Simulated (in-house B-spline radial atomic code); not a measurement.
Configurations of neutral oxygen, with energies counted from [He] 2s2 2p4. Computed with a B-spline radial code for spherical atoms: scalar-relativistic (X2C) PBE0, spin-polarised, spherical fractional occupations, exact exchange averaged over the configuration, Fermi nucleus of rms radius 2.6991 fm. Shells without spins written out take the highest spin.

Occupations are held fixed; configurations that lie above the ionisation limit could autoionise.

```csv
configuration,E - E(ref) (eV),highest orbital,its <r> (bohr)
[He] 2s2 2p3 3s1,8.9638,3s up,4.733
[He] 2s2 2p3 3p1,10.514,3p up,6.195
[He] 2s1 2p4 3p1,25.559,3p up,6.159
```

(1) Order these further configurations by energy, lowest first.
A. [He] 2s1 2p5
B. [He] 2s1 2p4 3d1
C. [He] 2s1 2p4 3s1

## Answers

(1) A (15.312 eV), C (23.984 eV), B (26.934 eV).
